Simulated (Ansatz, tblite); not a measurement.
Cost and result up the ladder for ZrSi6⁻ (the lowest doublet isomer of a short search) (7 atoms). The state is a doublet with charge -1. Geometry: B3LYP-D4/def2-SVPD.

```xyz
7

Zr    1.172   -1.001   -0.719
Si   -1.289    0.671    0.616
Si   -1.293   -0.853   -1.475
Si   -0.024    1.279   -1.692
Si   -0.601   -1.799    0.987
Si    0.967   -0.097    1.885
Si    1.068    1.802    0.399
```

Ansatz on 4 threads of Arm Neoverse V1 on a shared host; xTB runs through tblite on one thread. Times are rough, summed over both states, and most runs start from the orbitals of an earlier one. No level here is sound enough to serve as a yardstick. The other state is a singlet.

In the def2 sets Zr takes a core potential; there is no spin–orbit coupling. The xTB rows come from tblite. The structure comes from a short search, and lower isomers may exist.

Run but left out: HF/def2-SVPD, MP2/def2-SVPD, CCSD/def2-SVPD, CCSD(T)/def2-SVPD (neutral singlet: restricted singlet, unstable towards broken spin symmetry).

Raw xTB energies of ions are shifted by several eV, and xTB has no spin-polarisation term.

```
                          level  functions  wall time  vertical IE (eV)                                  remarks
                       GFN1-xTB         63    0.035 s              7.49                                        –
                       GFN2-xTB         63    0.059 s              3.82                                        –
PBE-D4/def2-TZVPD (with forces)        298       25 s              2.83  restricted SCF unstable in HF (singlet)
             PBE0-D4/def2-TZVPD        298       45 s              2.97  restricted SCF unstable in HF (singlet)
           r2SCAN-D4/def2-TZVPD        298       60 s              2.98  restricted SCF unstable in HF (singlet)
```
